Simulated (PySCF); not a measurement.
Record of a relaxation.

Compound: cis-Zr(H2O)2F4 (singlet state).
Bonds: Zr1–O2, Zr1–F5, Zr1–O6, Zr1–F9, Zr1–F10, Zr1–F11. Hydrogens: H3, H4 on O2; H7, H8 on O6.

Computed by this run: PBE0-D3(BJ)/def2-SVP geometry optimisation, gas phase, def2 core potentials past Kr in PySCF 2.14.0; density fitting, grid level 1; the optimiser is geomeTRIC in internal coordinates, started from a GFN2-xTB structure with every atom displaced at random (about 0.03 Å). 10 of its 12 geometries are shown. The frame can shift and turn from step to step; on so coarse a grid that alone can change the energy by a few meV, and forces under 0.02 eV/Å are noise.

Step 0: E = -16290.4045 eV, largest atomic force 6.044 eV/Å
```
atom  x, y, z in Å  |  force x, y, z in eV/Å
Zr1    -0.375   -0.074   -0.433   -3.674   4.430  -1.844
O2     -0.526   -0.026    1.770    1.497  -3.326   0.575
H3     -1.083   -0.834    1.884    0.263   1.144   0.308
H4     -1.014    0.746    1.892   -1.785   2.156   0.656
F5     -0.106   -0.007   -2.336    0.023  -0.143  -0.576
O6      1.776    0.036   -0.484    1.525  -1.308  -0.312
H7      1.944    0.815   -1.014    0.313   0.639  -0.283
H8      1.972   -0.731   -1.071    0.247   0.634   0.476
F9     -2.306   -0.002   -0.086    0.207  -0.188  -0.335
F10    -0.097    1.804   -0.038    0.357   0.550   0.256
F11    -0.084   -1.812   -0.054    1.028  -4.587   1.078
```

Step 1: E = -16291.0618 eV, largest atomic force 2.409 eV/Å
```
atom  x, y, z in Å  |  force x, y, z in eV/Å
Zr1    -0.450   -0.068   -0.492   -1.925   1.078  -0.966
O2     -0.463   -0.025    1.778    0.317  -0.808   0.009
H3     -1.011   -0.806    1.963   -0.026   0.356   0.338
H4     -0.955    0.775    1.962   -0.416   0.348   0.358
F5     -0.230   -0.006   -2.418    0.089  -0.087   0.289
O6      1.780    0.041   -0.429    0.629  -0.520  -0.539
H7      1.996    0.835   -0.939    0.142   0.200   0.110
H8      2.042   -0.706   -0.997    0.248   0.159   0.263
F9     -2.385   -0.016   -0.222    0.588  -0.080  -0.069
F10    -0.095    1.811   -0.068    0.044  -0.150   0.002
F11    -0.131   -1.920   -0.108    0.309  -0.496   0.204
```

Step 2: E = -16291.2248 eV, largest atomic force 0.458 eV/Å
```
atom  x, y, z in Å  |  force x, y, z in eV/Å
Zr1    -0.486   -0.025   -0.511    0.032   0.231  -0.025
O2     -0.550   -0.054    1.839   -0.046   0.444  -0.076
H3     -1.087   -0.822    2.071   -0.043  -0.035   0.148
H4     -1.057    0.737    2.091    0.120  -0.286   0.068
F5     -0.225    0.038   -2.410   -0.054  -0.139  -0.168
O6      1.852   -0.006   -0.532    0.033   0.269  -0.251
H7      2.116    0.793   -1.017    0.061  -0.151   0.145
H8      2.143   -0.754   -1.072    0.067   0.009   0.100
F9     -2.372    0.012   -0.217   -0.424  -0.152  -0.085
F10    -0.190    1.863   -0.146    0.258  -0.211   0.188
F11    -0.046   -1.868   -0.066   -0.003   0.022  -0.045
```

Step 4: E = -16291.2805 eV, largest atomic force 0.439 eV/Å
```
atom  x, y, z in Å  |  force x, y, z in eV/Å
Zr1    -0.554   -0.034   -0.582   -0.261  -0.132   0.263
O2     -0.501    0.008    1.811   -0.383  -0.209  -0.049
H3     -0.993   -0.744    2.168    0.127  -0.060   0.061
H4     -0.974    0.792    2.126    0.178   0.034  -0.093
F5     -0.336   -0.029   -2.492    0.048   0.102   0.097
O6      1.841   -0.006   -0.514   -0.322   0.152  -0.177
H7      2.163    0.806   -0.927    0.112   0.010   0.063
H8      2.225   -0.738   -1.013    0.026  -0.054   0.041
F9     -2.471   -0.058   -0.349    0.335  -0.039  -0.039
F10    -0.210    1.791   -0.016    0.169   0.078  -0.259
F11    -0.092   -1.875   -0.180   -0.030   0.119   0.091
```

Step 5: E = -16291.3126 eV, largest atomic force 0.321 eV/Å
```
atom  x, y, z in Å  |  force x, y, z in eV/Å
Zr1    -0.555   -0.024   -0.572   -0.089   0.079   0.112
O2     -0.512   -0.024    1.815   -0.286  -0.050  -0.138
H3     -1.003   -0.781    2.164    0.132  -0.011   0.000
H4     -0.977    0.760    2.138    0.086   0.080   0.036
F5     -0.326   -0.014   -2.482    0.005   0.002   0.126
O6      1.830    0.002   -0.518   -0.227   0.059  -0.178
H7      2.159    0.805   -0.940    0.082   0.047   0.046
H8      2.212   -0.740   -1.006    0.011  -0.019   0.073
F9     -2.469   -0.046   -0.339    0.227  -0.021  -0.023
F10    -0.173    1.827   -0.105    0.079  -0.177  -0.044
F11    -0.088   -1.851   -0.123   -0.019   0.012  -0.009
```

Step 6: E = -16291.3213 eV, largest atomic force 0.434 eV/Å
```
atom  x, y, z in Å  |  force x, y, z in eV/Å
Zr1    -0.551   -0.033   -0.558    0.398  -0.105   0.137
O2     -0.549   -0.025    1.819   -0.166   0.067  -0.110
H3     -1.039   -0.778    2.174    0.058  -0.026   0.028
H4     -0.997    0.769    2.142    0.086  -0.019   0.037
F5     -0.306   -0.020   -2.459   -0.052  -0.011  -0.108
O6      1.822    0.019   -0.548   -0.072  -0.041  -0.137
H7      2.153    0.826   -0.965   -0.005  -0.010   0.073
H8      2.214   -0.722   -1.030    0.034  -0.007   0.051
F9     -2.446   -0.053   -0.316   -0.281   0.038  -0.015
F10    -0.094    1.801   -0.113   -0.039   0.039   0.048
F11    -0.108   -1.870   -0.114    0.041   0.074  -0.003
```

Step 7: E = -16291.3317 eV, largest atomic force 0.207 eV/Å
```
atom  x, y, z in Å  |  force x, y, z in eV/Å
Zr1    -0.561   -0.029   -0.568    0.164  -0.095   0.085
O2     -0.540   -0.021    1.804   -0.156   0.062  -0.099
H3     -1.011   -0.777    2.178    0.049  -0.025   0.026
H4     -0.971    0.773    2.147    0.067  -0.010   0.036
F5     -0.328   -0.024   -2.474   -0.031  -0.005  -0.020
O6      1.809    0.011   -0.540   -0.075  -0.001  -0.126
H7      2.159    0.818   -0.940    0.011   0.005   0.055
H8      2.215   -0.731   -1.006    0.025  -0.020   0.044
F9     -2.466   -0.051   -0.338   -0.038   0.027  -0.017
F10    -0.109    1.805   -0.119   -0.021   0.030   0.028
F11    -0.100   -1.858   -0.115    0.006   0.031  -0.013
```

Step 9: E = -16291.3458 eV, largest atomic force 0.089 eV/Å
```
atom  x, y, z in Å  |  force x, y, z in eV/Å
Zr1    -0.576   -0.030   -0.588   -0.053  -0.025   0.011
O2     -0.556   -0.007    1.767   -0.056   0.003   0.022
H3     -0.962   -0.765    2.207    0.024  -0.017  -0.002
H4     -0.918    0.791    2.172    0.016   0.021   0.002
F5     -0.369   -0.043   -2.498   -0.009   0.012   0.029
O6      1.778   -0.001   -0.552    0.025   0.018  -0.044
H7      2.185    0.806   -0.890    0.001   0.017   0.015
H8      2.232   -0.749   -0.957   -0.005  -0.019   0.020
F9     -2.490   -0.040   -0.389    0.087   0.004  -0.015
F10    -0.124    1.803   -0.127   -0.007   0.008  -0.021
F11    -0.102   -1.850   -0.115   -0.023  -0.021  -0.017
```

Step 10: E = -16291.3475 eV, largest atomic force 0.035 eV/Å
```
atom  x, y, z in Å  |  force x, y, z in eV/Å
Zr1    -0.579   -0.032   -0.593   -0.016   0.001  -0.002
O2     -0.564   -0.004    1.763   -0.023  -0.008   0.024
H3     -0.952   -0.762    2.217    0.014  -0.006  -0.005
H4     -0.906    0.796    2.180    0.006   0.011  -0.007
F5     -0.379   -0.046   -2.502    0.002   0.009   0.007
O6      1.774   -0.002   -0.555    0.023   0.004  -0.014
H7      2.193    0.806   -0.876   -0.004   0.005   0.004
H8      2.241   -0.752   -0.943   -0.004  -0.004   0.010
F9     -2.490   -0.036   -0.405    0.007   0.000  -0.001
F10    -0.126    1.802   -0.135    0.000   0.009  -0.013
F11    -0.113   -1.855   -0.120   -0.006  -0.020  -0.003
```

Step 11: E = -16291.3477 eV, largest atomic force under 0.02 eV/Å
```
atom  x, y, z in Å  |  force x, y, z in eV/Å
Zr1    -0.580   -0.033   -0.594   -0.015   0.005  -0.003
O2     -0.568   -0.005    1.763   -0.004  -0.003   0.005
H3     -0.949   -0.763    2.221    0.006  -0.001  -0.001
H4     -0.905    0.796    2.183    0.001   0.001  -0.004
F5     -0.380   -0.044   -2.503    0.003   0.004  -0.001
O6      1.774   -0.002   -0.556    0.007  -0.004   0.002
H7      2.195    0.807   -0.873   -0.004   0.000  -0.001
H8      2.245   -0.752   -0.938    0.001   0.001   0.004
F9     -2.491   -0.035   -0.409    0.006   0.000   0.001
F10    -0.126    1.802   -0.140   -0.002   0.002  -0.002
F11    -0.117   -1.857   -0.124    0.001  -0.006   0.000
```

Problem. Summarise the path.

Solution. The energy falls by 91.00 kJ/mol from step 0 to step 11; nine tenths of that is first reached at step 3. It falls at every step. The largest force goes from 6.044 to under 0.02 eV/Å. Among the bonds Zr1–O6 changes most, from 2.154 to 2.355 Å; the atoms move by 0.260 Å rms after alignment.

Problem. Follow the three bonds and two angles with the largest change from start to end.

Solution. 
| step | E above end (kJ/mol) | largest force (eV/Å) | Zr1–O6 (Å) | Zr1–O2 (Å) | Zr1–F11 (Å) | Zr1–O2–H3 (°) | Zr1–O6–H8 (°) |
| --- | --- | --- | --- | --- | --- | --- | --- |
| 0 | 91.00 | 6.044 | 2.154 | 2.209 | 1.802 | 97.8 | 100.0 |
| 1 | 27.59 | 2.409 | 2.233 | 2.270 | 1.918 | 100.3 | 102.4 |
| 2 | 11.86 | 0.458 | 2.338 | 2.350 | 1.946 | 105.4 | 107.5 |
| 3 | 6.97 | 0.643 | 2.393 | 2.394 | 1.942 | 108.9 | 110.6 |
| 4 | 6.48 | 0.439 | 2.397 | 2.393 | 1.940 | 110.1 | 111.9 |
| 5 | 3.39 | 0.321 | 2.386 | 2.387 | 1.939 | 110.6 | 112.0 |
| 6 | 2.55 | 0.434 | 2.374 | 2.377 | 1.941 | 111.4 | 112.7 |
| 7 | 1.55 | 0.207 | 2.370 | 2.372 | 1.940 | 112.4 | 113.7 |
| 8 | 0.55 | 0.107 | 2.359 | 2.361 | 1.940 | 114.8 | 115.8 |
| 9 | 0.18 | 0.089 | 2.354 | 2.356 | 1.939 | 116.4 | 117.1 |
| 10 | 0.02 | 0.035 | 2.354 | 2.356 | 1.940 | 117.4 | 117.9 |
| 11 | 0.00 | under 0.02 | 2.355 | 2.357 | 1.940 | 117.6 | 118.1 |

What follows is the cost of the whole optimisation. The run took 2.0 min of wall time on Arm Neoverse V1, one thread, on a shared host, and the process peaked at 0.50 GiB of memory.
